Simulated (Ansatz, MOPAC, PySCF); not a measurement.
Reaction (SMILES): [CH3][GeH2][CH3] [dimethylgermane] → [CH3][GeH][CH3] + H atom (the Ge-H bond breaks)

Quantity: bond dissociation energy (enthalpy at 298 K), in kcal/mol. Terms: UHF or UKS for open shells; LANL2DZ with its own core potentials from Na on; PM7 with its own dispersion and hydrogen-bond terms; non-relativistic; six Cartesian d functions in 6-31G* and its kin unless marked 5d; spin-orbit terms left out; frozen cores in correlated levels (noble-gas shells and the d and f shells of earlier blocks); no dispersion term unless named. Ab initio and DFT rows: single points at B3LYP-D3(BJ) geometries (Ansatz, a program for electronic structure), with unscaled harmonic terms from B3LYP/6-31G* (LANL2DZ past Ar) (Ansatz) at its own minima. Semi-empirical rows: MOPAC heats of formation at their own minima for 298 K.

```json
[
 {"level": "PM3", "program": "MOPAC", "bond dissociation energy (enthalpy at 298 K) (kcal/mol)": "57.2"},
 {"level": "PM7", "program": "MOPAC", "bond dissociation energy (enthalpy at 298 K) (kcal/mol)": "61.7"},
 {"level": "PBE/6-31G*", "program": "Ansatz", "bond dissociation energy (enthalpy at 298 K) (kcal/mol)": "81.1"},
 {"level": "BP86/def2-SVP", "program": "PySCF", "bond dissociation energy (enthalpy at 298 K) (kcal/mol)": "84.5"},
 {"level": "B3LYP/3-21G", "program": "Ansatz", "bond dissociation energy (enthalpy at 298 K) (kcal/mol)": "84.8"},
 {"level": "MP2/LANL2DZ", "program": "Ansatz", "bond dissociation energy (enthalpy at 298 K) (kcal/mol)": "72.6"},
 {"level": "r2SCAN-D4/def2-TZVPD", "program": "Ansatz + dftd4", "bond dissociation energy (enthalpy at 298 K) (kcal/mol)": "82.9"}
]
```

No value to compare with is used here. The 6 habitual levels span 57.2 (PM3) to 84.8 kcal/mol (B3LYP/3-21G); r2SCAN-D4/def2-TZVPD gives 82.9.

The levels are drawn from those run, B3LYP/6-31G* more often than the rest, none by its result; left out are runs that failed, that the program found above a lower state of the same kind, or whose <S^2> lies over 0.5 above the pure value.
